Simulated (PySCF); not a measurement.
Br2Co, SMILES [Br][Co+][Br] (connectivity only; charge and spin as stated), charge +1, multiplicity 5.

Geometry optimised at B3LYP-D3(BJ)/def2-SVP. The spin state was assumed, not searched.

These are PBE/def2-TZVPD in PySCF values and carry that method's errors.

Isolated molecule, no solvent.

Computed frontier levels, dipole moment and polarisability:
```
Quantity                                                           Result
------------------------------------------------  -----------------------
α spin, highest occupied and lowest empty level       -13.26 and -7.26 eV
β spin, highest occupied and lowest empty level      -13.33 and -12.24 eV
dipole moment about the centre of nuclear charge                   0.00 D
mean static polarisability                          82.1 bohr³ (12.16 Å³)
polarisability, principal values                  43.7, 43.7, 158.8 bohr³
⟨S²⟩                                              6.006 (pure state 6.00)
```
